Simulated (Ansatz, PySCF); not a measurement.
Process, species as SMILES: [F][Bi]([F])[F] → [Bi]([F])([F])[F] as doublet, charge +1 + e-

Property: adiabatic ionisation energy (0 K, with zero-point energies), in eV. Terms: LANL2DZ with its own core potentials from Na on; 6-31G* and kin with 6d, 5d where marked; no spin-orbit coupling; valence correlation only (noble-gas shells and the d and f shells of earlier blocks); no dispersion term unless named; def2 sets with scalar-relativistic core potentials past Kr; UHF or UKS for open shells. First-principles rows: single points at B3LYP-D3(BJ) geometries (Ansatz, a quantum-chemistry and plane-wave program), with unscaled harmonic terms from B3LYP/6-31G* (LANL2DZ past Ar) at its own minima. A UHF reference is markedly spin-contaminated in at least one set, which strains HF and MP2. The spin state of an ion or metal species was assumed, not searched.

```csv
level,program,"adiabatic ionisation energy (0 K, with zero-point energies) (eV)"
HF/LANL2DZ,Ansatz,12.48
SVWN5/6-31G* with LANL2DZ past Ar,Ansatz,11.40
PBE/LANL2DZ,Ansatz,11.95
BP86/6-31G* with LANL2DZ past Ar (5d),PySCF,11.39
B3LYP/LANL2DZ,Ansatz,12.39
B3LYP/def2-SVP,Ansatz,12.04
B3LYP/6-31G* with LANL2DZ past Ar,Ansatz,11.69
PBE0/6-31G* with LANL2DZ past Ar,Ansatz,11.75
MP2/6-31G* with LANL2DZ past Ar,Ansatz,11.94
B3LYP-D3(BJ)/def2-TZVPD,Ansatz + dftd3,12.37
```

No value to compare with is used here. The 9 habitual levels span 11.39 (BP86/6-31G* with LANL2DZ past Ar (5d)) to 12.48 eV (HF/LANL2DZ); B3LYP-D3(BJ)/def2-TZVPD gives 12.37.

The levels are drawn from those run, B3LYP/6-31G* more often than the rest, none by its result; runs whose electronic state is in doubt are left out.
